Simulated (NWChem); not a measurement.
System: C$_{4}$H$_{7}$Cl; SMILES C=C(Cl)CC

The following NWChem deck was run.

```
start job
memory heap 200 mb stack 900 mb global 1100 mb
geometry units angstroms noautosym nocenter noautoz
  C     -1.810234     0.542722    -0.210616
  C     -0.568436     0.173492     0.096302
  Cl     0.747378     1.356077    -0.050641
  C     -0.130827    -1.186458     0.569488
  C      0.777000    -1.932459    -0.421976
  H     -2.054861     1.542533    -0.550743
  H     -2.621206    -0.174476    -0.120157
  H     -1.036693    -1.775030     0.759409
  H      0.388640    -1.079198     1.530792
  H      1.696896    -1.371855    -0.614076
  H      1.053963    -2.912270    -0.018177
  H      0.266749    -2.087505    -1.378702
end
basis spherical
  * library def2-tzvp
end
dft
  xc xcamb88 1.00 lyp 0.81 vwn_5 0.19 hfexch 1.00
  cam 0.33 cam_alpha 0.19 cam_beta 0.46
  iterations 150
  semidirect filesize 400000000
end
property
  efieldgrad
end
task dft property
```

Parts of the log:

```
             Northwest Computational Chemistry Package (NWChem) 7.3.0
             --------------------------------------------------------

                             Geometry "geometry" -> ""
                             -------------------------

 Output coordinates in angstroms (scale by  1.889725989 to convert to a.u.)

  No.       Tag          Charge          X              Y              Z
 ---- ---------------- ---------- -------------- -------------- --------------
    1 C                    6.0000    -1.81023400     0.54272200    -0.21061600
    2 C                    6.0000    -0.56843600     0.17349200     0.09630200
    3 Cl                  17.0000     0.74737800     1.35607700    -0.05064100
    4 C                    6.0000    -0.13082700    -1.18645800     0.56948800
    5 C                    6.0000     0.77700000    -1.93245900    -0.42197600
    6 H                    1.0000    -2.05486100     1.54253300    -0.55074300
    7 H                    1.0000    -2.62120600    -0.17447600    -0.12015700
    8 H                    1.0000    -1.03669300    -1.77503000     0.75940900
    9 H                    1.0000     0.38864000    -1.07919800     1.53079200
   10 H                    1.0000     1.69689600    -1.37185500    -0.61407600
   11 H                    1.0000     1.05396300    -2.91227000    -0.01817700
   12 H                    1.0000     0.26674900    -2.08750500    -1.37870200

 Effective nuclear repulsion energy (a.u.)     213.6321401062

                              NWChem Property Module
                              ----------------------

  itol2e modified to match energy
  convergence criterion.

                                 NWChem DFT Module
                                 -----------------

 Summary of "ao basis" -> "ao basis" (spherical)
 ------------------------------------------------------------------------------
       Tag                 Description            Shells   Functions and Types
 ---------------- ------------------------------  ------  ---------------------
 C                         def2-tzvp                11       31   5s3p2d1f
 Cl                        def2-tzvp                13       37   5s5p2d1f
 H                         def2-tzvp                 4        6   3s1p

  itol2e modified to match energy
  convergence criterion.

            General Information
            -------------------
          SCF calculation type: DFT
          Wavefunction type:  closed shell.
          No. of atoms     :    12
          No. of electrons :    48
           Alpha electrons :    24
            Beta electrons :    24
          Charge           :     0
          Spin multiplicity:     1
          Use of symmetry is: off; symmetry adaption is: off
          Maximum number of iterations: 150
          AO basis - number of functions:   203
                     number of shells:    85
          Convergence on energy requested:  1.00D-07
          Convergence on density requested:  1.00D-05
          Convergence on gradient requested:  5.00D-04

              XC Information
              --------------
                     Hartree-Fock (Exact) Exchange  1.000
                   CAM-Becke88 Exchange Functional  1.000
                      VWN V Correlation Functional  0.190 local
              Lee-Yang-Parr Correlation Functional  0.810

           Range-Separation Parameters
           ---------------------------
           Alpha           :  0.19
           Beta            :  0.46
           Gamma           :  0.33
           Short-Range HF  :     F

[...]

          -----------------------
          Electric field gradient
          -----------------------

 1 a.u. = 0.324123 10**(16) esu/cm**3  ( or statvolts/cm**2 ) = 0.97174 10**(22) v/m**2

 ------------------------------------------------------------
   Atom      X         Y         Z
 ------------------------------------------------------------
    1 C   -3.42085   1.02560  -0.39801
 ------------------------------------------------------------

 Electric field gradient in molecular frame (a.u.)
         XX             YY             ZZ             XY             XZ             YZ
 ------------------------------------------------------------------------------------------
        0.145154       0.076793      -0.221946      -0.014583       0.066485      -0.106437

 Principal components (a.u.) and orientation
 of principal axis w.r.t. absolute frame                      Asymmetry parameter eta
 --------------------------------------------------------------------------------------
       -0.264517       0.172237       0.092280                       0.302273

       -0.143322       0.867721       0.475940
        0.289049      -0.423236       0.858675
        0.946525       0.260637      -0.190155

 ------------------------------------------------------------
   Atom      X         Y         Z
 ------------------------------------------------------------
    2 C   -1.07419   0.32785   0.18198
 ------------------------------------------------------------

 Electric field gradient in molecular frame (a.u.)
         XX             YY             ZZ             XY             XZ             YZ
 ------------------------------------------------------------------------------------------
        0.103415      -0.017985      -0.085430      -0.364961       0.144660      -0.086651

 Principal components (a.u.) and orientation
 of principal axis w.r.t. absolute frame                      Asymmetry parameter eta
 --------------------------------------------------------------------------------------
        0.463233      -0.330870      -0.132363                       0.428524

        0.736452       0.662975      -0.134546
       -0.610870       0.737181       0.288794
        0.290648      -0.130492       0.947890

 ------------------------------------------------------------
   Atom      X         Y         Z
 ------------------------------------------------------------
    3 Cl   1.41234   2.56261  -0.09570
 ------------------------------------------------------------

 Electric field gradient in molecular frame (a.u.)
         XX             YY             ZZ             XY             XZ             YZ
 ------------------------------------------------------------------------------------------
       -1.150270      -0.597527       1.747797      -2.929208       0.384352       0.211982

 Principal components (a.u.) and orientation
 of principal axis w.r.t. absolute frame                      Asymmetry parameter eta
 --------------------------------------------------------------------------------------
       -3.848695       2.100583       1.748113                       0.091582

        0.738309      -0.657644      -0.149678
        0.670157       0.690267       0.272803
       -0.076089      -0.301721       0.950355

 ------------------------------------------------------------
   Atom      X         Y         Z
 ------------------------------------------------------------
    4 C   -0.24723  -2.24208   1.07618
 ------------------------------------------------------------

 Electric field gradient in molecular frame (a.u.)
         XX             YY             ZZ             XY             XZ             YZ
 ------------------------------------------------------------------------------------------
        0.057860      -0.077565       0.019705       0.041648       0.018988       0.037518

 Principal components (a.u.) and orientation
 of principal axis w.r.t. absolute frame                      Asymmetry parameter eta
 --------------------------------------------------------------------------------------
       -0.097838       0.083556       0.014281                       0.708060

       -0.218987       0.840647      -0.495336
        0.939219       0.319179       0.126460
       -0.264409       0.437536       0.859448

 ------------------------------------------------------------
   Atom      X         Y         Z
 ------------------------------------------------------------
    5 C    1.46832  -3.65182  -0.79742
 ------------------------------------------------------------

 Electric field gradient in molecular frame (a.u.)
         XX             YY             ZZ             XY             XZ             YZ
 ------------------------------------------------------------------------------------------
        0.011135       0.006211      -0.017346       0.045934       0.045378      -0.042569

 Principal components (a.u.) and orientation
 of principal axis w.r.t. absolute frame                      Asymmetry parameter eta
 --------------------------------------------------------------------------------------
       -0.090286       0.055107       0.035179                       0.220726

       -0.535262       0.772841       0.340898
        0.540974       0.623599      -0.564332
        0.648723       0.117648       0.751876

 ------------------------------------------------------------
   Atom      X         Y         Z
 ------------------------------------------------------------
    6 H   -3.88312   2.91496  -1.04075
 ------------------------------------------------------------

 Electric field gradient in molecular frame (a.u.)
         XX             YY             ZZ             XY             XZ             YZ
 ------------------------------------------------------------------------------------------
        0.121079      -0.234174       0.113095       0.093401      -0.034202       0.133168

[...]
```

Level: CAM-B3LYP/def2-TZVP. The geometry was optimised at B3LYP/6-31G* (spherical d). NWChem prints the field gradient with the sign opposite to the second derivative of the potential.
